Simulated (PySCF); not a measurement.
# Energy of Be⁺ (beryllium, charge +1) between two integer charges

The 2s alpha orbital of [He] 2s1 is emptied in steps (occupation f), with all orbitals relaxed, ending at 1s2. Calculation: PySCF 2.14, in def2-TZVP (5s3p1d, 19 functions); no relativity, point nucleus. The exact energy is a straight line in f; departures are measured from the line between the end points of the same method.

```csv
f,UHF (eV),LDA (eV),PBE (eV),PBE0 (eV),LC-wPBE (eV),BHandHLYP (eV),B3LYP (eV)
1,0.000,0.000,0.000,0.000,0.000,0.000,0.000
0.8,0.000,-0.621,-0.635,-0.468,-0.055,-0.347,-0.534
0.6,0.001,-0.907,-0.936,-0.687,-0.073,-0.518,-0.791
0.4,0.001,-0.868,-0.912,-0.666,-0.065,-0.515,-0.775
0.2,0.000,-0.531,-0.583,-0.424,-0.039,-0.344,-0.502
0,0.000,0.000,0.000,0.000,0.000,0.000,0.000
```

```tsv
method	E(f=0) − E(f=1) (eV)	−ε at f=1 (eV)	−ε at f=0.4 (eV)
UHF	18.122	18.124	18.121
LDA	18.239	14.290	19.215
PBE	18.478	14.457	19.382
PBE0	18.442	15.469	19.120
LC-wPBE	18.519	18.143	18.615
BHandHLYP	18.489	16.307	18.929
B3LYP	18.606	15.239	19.343
```

Orbital energy along the path (eV):

```tsv
f	UHF	LDA	PBE	PBE0	LC-wPBE	BHandHLYP	B3LYP
1	-18.124	-14.290	-14.457	-15.469	-18.143	-16.307	-15.239
0.8	-18.123	-15.976	-16.142	-16.730	-18.343	-17.196	-16.633
0.6	-18.122	-17.636	-17.798	-17.958	-18.502	-18.074	-18.010
0.4	-18.121	-19.215	-19.382	-19.120	-18.615	-18.929	-19.343
0.2	-18.120	-20.571	-20.832	-20.167	-18.677	-19.756	-20.577
0	-18.119	-20.298	-20.829	-20.077	-18.705	-20.793	-21.508
```

As f goes to zero the orbital energy of a semilocal functional can turn back, because the density of that orbital vanishes from the exchange-correlation potential.

Reference removal energy between the ground levels: 18.211 eV (measured; NIST Atomic Spectra Database, ionization energies). UHF lacks correlation.
